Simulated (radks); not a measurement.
The phosphorus ion P3+, 12 electrons, occupied as [Ne] 3s2. All-electron calculation, Dirac Kohn-Sham, BLYP, spin-unpolarised, spherical densities, finite nucleus; Fermi nuclear charge, rms radius 3.1889 fm. Program: a radial shooting solver on a logarithmic mesh with Libxc functionals.

Unscreened Slater integrals over Kohn-Sham orbitals (hartree). Large and small components are both included. Empty in this configuration: 3p1/2.

integral,value
"F0(3s1/2,3s1/2)",0.53921
"F0(3s1/2,2p3/2)",0.71323
"G1(3s1/2,2p3/2)",0.057357
"F0(3s1/2,2p1/2)",0.71358
"G1(3s1/2,2p1/2)",0.057318
"F0(3s1/2,2s1/2)",0.70732
"G0(3s1/2,2s1/2)",0.045740
"F0(3s1/2,3p1/2)",0.51236
"G1(3s1/2,3p1/2)",0.34248
"F0(2p3/2,2p3/2)",1.8995
"F2(2p3/2,2p3/2)",0.87527
"F0(2p3/2,2p1/2)",1.9039
"G2(2p3/2,2p1/2)",0.87578
"F0(2p3/2,2s1/2)",1.8082
"G1(2p3/2,2s1/2)",1.0745
"F0(2p3/2,3p1/2)",0.66200
"G2(2p3/2,3p1/2)",0.050138
"F0(2p1/2,2p1/2)",1.9084
"F0(2p1/2,2s1/2)",1.8119
"G1(2p1/2,2s1/2)",1.0744
"F0(2p1/2,3p1/2)",0.66236
"G0(2p1/2,3p1/2)",0.050751
"F0(2s1/2,2s1/2)",1.7484
"F0(2s1/2,3p1/2)",0.65438
"G1(2s1/2,3p1/2)",0.039154
"F0(3p1/2,3p1/2)",0.48947
